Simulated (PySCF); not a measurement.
**Why did this PySCF run fail?**

```python
from pyscf import gto, scf

mol = gto.M(
    atom='Sn 0 0 0; I 0 0 2.76',
    basis='lanl2dz',
    ecp={'Sn': 'lanl2dz', 'I': 'lanl2dz'},
    charge=1,
    spin=0,
    verbose=3,
)
mf = scf.RHF(mol)
mf.level_shift = -0.2
mf.kernel()
mf.dip_moment()
print('orbital energies (hartree):', mf.mo_energy[..., max(0, mol.nelec[1]-3):mol.nelec[0]+3].round(4))
```

```bash
$ OMP_NUM_THREADS=1 python input.py
```

The log, shortened:

```
SCF not converged.
SCF energy = -14.0682476122067

WARN: System has nonzero charge 1; the dipole moment is origin-dependent.
Location of origin: [0. 0. 0.]

Dipole moment(X, Y, Z, Debye):  0.00000, -0.00000, -4.39579
orbital energies (hartree): [-0.6059 -0.6059 -0.5745 -0.4082 -0.4082 -0.3612]
```

Which setting is at fault, why, and what does a mended input give?

The level shift (hartree) (-0.2): a negative shift narrows the gap and lets the occupation swap. With this edit
```diff
- mf.level_shift = -0.2
```
the run finishes: E(SCF) = -14.180688 Eh.

Stability towards an unrestricted solution was not tested. The bond length is a typed value, not an optimised one. The dipole of an ion depends on the origin.
